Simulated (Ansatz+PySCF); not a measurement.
A calculation with PySCF 2.14.0.

```python
from pyscf import gto, scf

mol = gto.M(atom="""
N 0.000000 0.000000 -1.302790
H 0.869340 0.000000 -1.667080
H -0.434670 0.752870 -1.667080
H -0.434670 -0.752870 -1.667080
Cu 0.000000 0.000000 0.486920
""", basis='def2-svp', charge=1, spin=0)
mf = scf.UHF(mol)
mf.init_guess = 'huckel'
mf.kernel()
while True:  # follow internal instabilities
    mo, _, stable, _ = mf.stability(return_status=True)
    if stable: break
    mf.kernel(mf.make_rdm1(mo, mf.mo_occ))
print(mf.converged, mf.e_tot, mf.spin_square()[0])
```

The script is written out from the run's settings.

Results

```yaml
Converged: yes
Total_energy: -1694.64887 hartree
Spin_squared_of_the_determinant: 0.000
```
